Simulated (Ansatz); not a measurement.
Reaction (ligand exchange at a Mg–S bond): `C[S][Mg][O][SiH3]` + H₂S → `[SiH3][O][Mg][SH]` + CH₃SH

Program: Ansatz. Geometries: PBE0-D4/def2-TZVP. ΔE: electronic, gas phase. CCSD(T)/CBS adds triple-zeta CCSD(T) − MP2 to the extrapolated MP2 energy (def2 sets, frozen cores). This one scheme is used for every species. DFT in def2-TZVPP. B3LYP here is the variant with VWN-RPA as its local correlation; programs differ in this. HSE06 is defined as in plane-wave codes. For Mg outer-core shells are correlated without core-valence functions, which leaves a few kJ/mol of doubt a bond. One conformer a species, not always the lowest.

```json
{"level": "LDA (SPW92)", "ΔE (kcal/mol)": "-4.6", "difference from CCSD(T)/CBS": "-0.2"}
{"level": "revPBE-D4", "ΔE (kcal/mol)": "-4.1", "difference from CCSD(T)/CBS": "0.3"}
{"level": "BLYP-D4", "ΔE (kcal/mol)": "-4.0", "difference from CCSD(T)/CBS": "0.4"}
{"level": "r2SCAN-D4", "ΔE (kcal/mol)": "-4.8", "difference from CCSD(T)/CBS": "-0.4"}
{"level": "B97M-V", "ΔE (kcal/mol)": "-4.9", "difference from CCSD(T)/CBS": "-0.5"}
{"level": "PBE0-D4", "ΔE (kcal/mol)": "-4.6", "difference from CCSD(T)/CBS": "-0.2"}
{"level": "B3LYP-D4", "ΔE (kcal/mol)": "-4.3", "difference from CCSD(T)/CBS": "0.1"}
{"level": "r2SCANh-D4", "ΔE (kcal/mol)": "-4.9", "difference from CCSD(T)/CBS": "-0.5"}
{"level": "r2SCAN0-D4", "ΔE (kcal/mol)": "-4.9", "difference from CCSD(T)/CBS": "-0.5"}
{"level": "HSE06-D4", "ΔE (kcal/mol)": "-4.6", "difference from CCSD(T)/CBS": "-0.2"}
{"level": "BHLYP-D4", "ΔE (kcal/mol)": "-4.7", "difference from CCSD(T)/CBS": "-0.3"}
{"level": "CAM-B3LYP-D4", "ΔE (kcal/mol)": "-4.7", "difference from CCSD(T)/CBS": "-0.3"}
{"level": "ωB97X-V", "ΔE (kcal/mol)": "-4.8", "difference from CCSD(T)/CBS": "-0.4"}
{"level": "ωB97M-V", "ΔE (kcal/mol)": "-4.7", "difference from CCSD(T)/CBS": "-0.3"}
{"level": "B2PLYP", "ΔE (kcal/mol)": "-4.7", "difference from CCSD(T)/CBS": "-0.3"}
{"level": "PBE-QIDH", "ΔE (kcal/mol)": "-4.8", "difference from CCSD(T)/CBS": "-0.4"}
{"level": "PBE", "ΔE (kcal/mol)": "-4.5", "difference from CCSD(T)/CBS": "-0.1"}
{"level": "revPBE", "ΔE (kcal/mol)": "-4.6", "difference from CCSD(T)/CBS": "-0.2"}
{"level": "BLYP", "ΔE (kcal/mol)": "-4.5", "difference from CCSD(T)/CBS": "-0.1"}
{"level": "r2SCAN", "ΔE (kcal/mol)": "-4.9", "difference from CCSD(T)/CBS": "-0.5"}
{"level": "PBE0", "ΔE (kcal/mol)": "-4.8", "difference from CCSD(T)/CBS": "-0.4"}
{"level": "B3LYP", "ΔE (kcal/mol)": "-4.8", "difference from CCSD(T)/CBS": "-0.4"}
{"level": "r2SCAN0", "ΔE (kcal/mol)": "-5.1", "difference from CCSD(T)/CBS": "-0.7"}
{"level": "CAM-B3LYP", "ΔE (kcal/mol)": "-5.0", "difference from CCSD(T)/CBS": "-0.6"}
{"level": "LC-ωPBE", "ΔE (kcal/mol)": "-5.0", "difference from CCSD(T)/CBS": "-0.6"}
{"level": "RPA@PBE/def2-TZVPP", "ΔE (kcal/mol)": "-4.2", "difference from CCSD(T)/CBS": "0.2"}
{"level": "HF/def2-SVP", "ΔE (kcal/mol)": "-4.8", "difference from CCSD(T)/CBS": "-0.4"}
{"level": "MP2/def2-SVP", "ΔE (kcal/mol)": "-4.3", "difference from CCSD(T)/CBS": "0.1"}
{"level": "CCSD/def2-SVP", "ΔE (kcal/mol)": "-4.4", "difference from CCSD(T)/CBS": "0.0"}
{"level": "CCSD(T)/def2-SVP", "ΔE (kcal/mol)": "-4.2", "difference from CCSD(T)/CBS": "0.2"}
{"level": "HF/def2-TZVPP", "ΔE (kcal/mol)": "-5.4", "difference from CCSD(T)/CBS": "-1.0"}
{"level": "MP2/def2-TZVPP", "ΔE (kcal/mol)": "-4.5", "difference from CCSD(T)/CBS": "-0.1"}
{"level": "SCS-MP2/def2-TZVPP", "ΔE (kcal/mol)": "-4.5", "difference from CCSD(T)/CBS": "-0.1"}
{"level": "CCSD/def2-TZVPP", "ΔE (kcal/mol)": "-4.7", "difference from CCSD(T)/CBS": "-0.3"}
{"level": "CCSD(T)/def2-TZVPP", "ΔE (kcal/mol)": "-4.5", "difference from CCSD(T)/CBS": "-0.1"}
{"level": "MP2/def2-QZVPP", "ΔE (kcal/mol)": "-4.5", "difference from CCSD(T)/CBS": "-0.1"}
{"level": "SCS-MP2/def2-QZVPP", "ΔE (kcal/mol)": "-4.5", "difference from CCSD(T)/CBS": "-0.1"}
{"level": "HF/CBS(def2)", "ΔE (kcal/mol)": "-5.6", "difference from CCSD(T)/CBS": "-1.2"}
{"level": "MP2/CBS(def2)", "ΔE (kcal/mol)": "-4.4", "difference from CCSD(T)/CBS": "0.0"}
{"level": "CCSD/CBS(def2)", "ΔE (kcal/mol)": "-4.6", "difference from CCSD(T)/CBS": "-0.2"}
{"level": "CCSD(T)/CBS", "ΔE (kcal/mol)": "-4.4", "difference from CCSD(T)/CBS": "0"}
```

Largest T1 diagnostic among the species: 0.010.

In def2-TZVPP, CCSD(T) changes the Hartree–Fock value by +1.0 kcal/mol (the triples alone add +0.2 kcal/mol) and MP2 by +1.0 kcal/mol. Leaving LDA and LC-ωPBE aside and taking each functional with its dispersion term where it has one, the values spread over 1.0 kcal/mol, from r2SCAN0-D4 to BLYP-D4.
